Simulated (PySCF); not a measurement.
Species: p-tolualdehyde, C8H8O.
Z-matrix (Å and degrees, GFN2-xTB geometry), rows numbered from 1:
```
C 
C   1  1.4957
C   2  1.3925  1  120.54
C   3  1.3784  2  120.73  1  -179.17
C   4  1.3963  3  120.31  2    -0.03
C   5  1.4640  4  120.03  3  -179.71
O   6  1.2057  5  125.48  4    -0.02
C   5  1.3947  4  119.13  3     0.17
C   8  1.3798  5  120.20  4    -0.20
H   1  1.0874  2  110.92  3   -29.63
H   1  1.0874  2  110.97  3  -151.21
H   1  1.0906  2  109.70  3    89.54
H   3  1.0805  2  119.38  1     0.95
H   4  1.0799  3  121.21  2  -179.77
H   6  1.1098  5  113.69  4   179.88
H   8  1.0809  5  119.56  4  -179.94
H   9  1.0807  2  119.39  1    -0.96
```

Method used: TDDFT CAM-B3LYP/def2-SVPD, vertical, gas phase, core orbitals frozen in the response (PySCF).

```csv
state,E (eV),ν̃ (cm⁻¹),f,"main configurations (H = HOMO, L = LUMO)"
S1,3.91,31570,0.0002,"H-1→L (89%), H-1→L+5 (8%)"
S2,5.04,40670,0.011,"H-2→L (71%), H→L+1 (27%)"
S3,5.25,42330,0.346,H→L (92%)
S4,6.41,51720,0.239,"H→L+1 (66%), H-2→L (28%)"
S5,6.65,53610,0.0001,H-1→L+1 (97%)
S6,6.79,54740,0.504,H-2→L+1 (85%)
S7,7.05,56840,0.0001,H-3→L (93%)
S8,7.22,58240,0.0001,H→L+2 (91%)
```

Triplets, Tamm–Dancoff:

```json
{"state": "T1", "E (eV)": "3.39", "λ (nm)": "365.2", "main configurations (H = HOMO, L = LUMO)": "H-1→L (86%), H-1→L+5 (10%)"}
{"state": "T2", "E (eV)": "3.56", "λ (nm)": "348.5", "main configurations (H = HOMO, L = LUMO)": "H→L (86%)"}
{"state": "T3", "E (eV)": "4.37", "λ (nm)": "284.0", "main configurations (H = HOMO, L = LUMO)": "H-2→L (90%)"}
```

The lowest singlet comes at 317 nm (378 kJ/mol) in the ultraviolet; it is dark (f under 0.0005); its leading configuration is HOMO-1→LUMO (89%). The strongest level in the table is S6 at 6.79 eV (183 nm, f = 0.504). Löwdin shares by element: HOMO carbon 62% or more (atoms not listed hold the other 38%); LUMO carbon 45% or more, oxygen 19% (atoms not listed hold the other 36%). Weighted by f, the mean energy of these states is 6.20 eV. Of the 8 states listed, 4 reach f = 0.01 and 4 stay under 0.0005. The listed states span 3.31 eV, and the widest gap between neighbours is 1.16 eV (S3 to S4). Only the lowest 8 singlets were computed, as vertical energies without vibronic structure.

One conformer stands for the species.
